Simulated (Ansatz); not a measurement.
Total energies of CH$_{4}$AsB, SMILES `B1C[AsH]1`.

```xyz
7

B     0.129    0.088   -0.898
C     0.396    0.525    0.515
As    0.007   -1.484    0.327
H    -0.204    0.481   -1.965
H    -0.242    1.227    1.046
H     1.416    0.525    0.893
H    -1.500   -1.362    0.082
```

Total charge 0; spin multiplicity 1. Correlated methods include outer-core shells of As, which these sets cover unevenly. Scalar relativity is left out up to krypton. The geometry is a stationary point of PBE0-D4/def2-TZVP. Basis def2-TZVPP, the Gaussian-basis code of Ansatz.

RPA on PBE orbitals: Hartree–Fock energy of these orbitals -2299.00646 Eh, correlation -0.88106 Eh (frozen core).

```
functional  energy without D4 (Eh)  D4 term (kJ/mol)
   r2SCANh             -2301.14771              -2.8
    B2PLYP             -2300.76763                 –
```

Problem. Give the same for LDA (SPW92), PBE, revPBE, BLYP, r2SCAN, B97M-V, PBE0, B3LYP, r2SCAN0, HSE06 (plane-wave form), BHLYP, CAM-B3LYP, LC-ωPBE, ωB97X-V, ωB97M-V, PBE-QIDH. (An estimate is asked.)

Solution. Computed: 
| functional | energy without D4 (Eh) | D4 term (kJ/mol) |
| --- | --- | --- |
| LDA (SPW92) | -2297.24752 | – |
| PBE | -2300.77146 | -12.0 |
| revPBE | -2301.01372 | -37.6 |
| BLYP | -2301.21760 | -27.0 |
| r2SCAN | -2301.15577 | -2.6 |
| B97M-V | -2300.80849 | – |
| PBE0 | -2300.84870 | -9.9 |
| B3LYP | -2301.25752 | -19.6 |
| r2SCAN0 | -2301.13653 | -3.1 |
| HSE06 (plane-wave form) | -2300.84594 | -9.2 |
| BHLYP | -2301.14873 | -15.4 |
| CAM-B3LYP | -2301.28238 | -10.0 |
| LC-ωPBE | -2300.85094 | – |
| ωB97X-V | -2300.98097 | – |
| ωB97M-V | -2301.04063 | – |
| PBE-QIDH | -2300.51339 | – |

B3LYP takes the VWN-RPA correlation (the form of Gaussian; ORCA's B3LYP/G). HSE06 is the plane-wave form, built on full-range PBE exchange. The double hybrids freeze the cores in their second-order part.

LC-ωPBE has ω = 0.4 bohr⁻¹.
